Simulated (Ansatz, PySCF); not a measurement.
Gas-phase reaction 2 R1 → P1 + P2, each structure at its B3LYP-D3(BJ)/def2-TZVP stationary point, reached from a drawn start (curvature not checked).
R1: SiH4 (SMILES [SiH4]), charge 0, multiplicity 1.
P1: Si2H6 (SMILES [SiH3][SiH3]), charge 0, multiplicity 1.
P2, H2 (SMILES [H][H]) (charge 0, multiplicity 1, Z-matrix in Å and degrees):
```
H
H 1 0.7440
```

P less R. No zero-point or thermal terms.

Codes used: Ansatz (an electronic-structure program); PySCF for the D3/D4 terms. No computed number here is a measurement.

One of these levels gives 0.082 eV for the reaction energy. Which one is it?
A) SVWN5/def2-TZVPP
B) revPBE-D3(BJ)/def2-TZVPP
C) BLYP-D3(BJ)/def2-TZVPP
D) revPBE/def2-TZVPP

A, SVWN5/def2-TZVPP. The others give 0.158 (BLYP-D3(BJ)/def2-TZVPP), 0.109 (revPBE/def2-TZVPP), 0.028 (revPBE-D3(BJ)/def2-TZVPP)
